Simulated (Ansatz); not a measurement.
`[Cl][InH][I]`. Charge 0, multiplicity 1. Correlated methods include outer-core shells of I, In, which these sets cover unevenly. In, I: def2 effective core potential.

Z-matrix (Å, degrees):
```
In
Cl 1 2.321
I 1 2.638 2 113.2
H 1 1.700 2 120.9 3 180.0
```

**Question.** Give the diagnostics of a CCSD(T)/def2-TZVPP run (frozen core, the Gaussian-basis code of Ansatz). (Best estimate.)

**Answer.** Computed: T1 = 0.0116, largest single amplitude 0.042, largest double 0.036, (T) share of the correlation energy 2.8 %, 10 CCSD cycles. The RHF solution is stable towards an unrestricted one. T1 lies under the customary mark of 0.02 for closed shells.
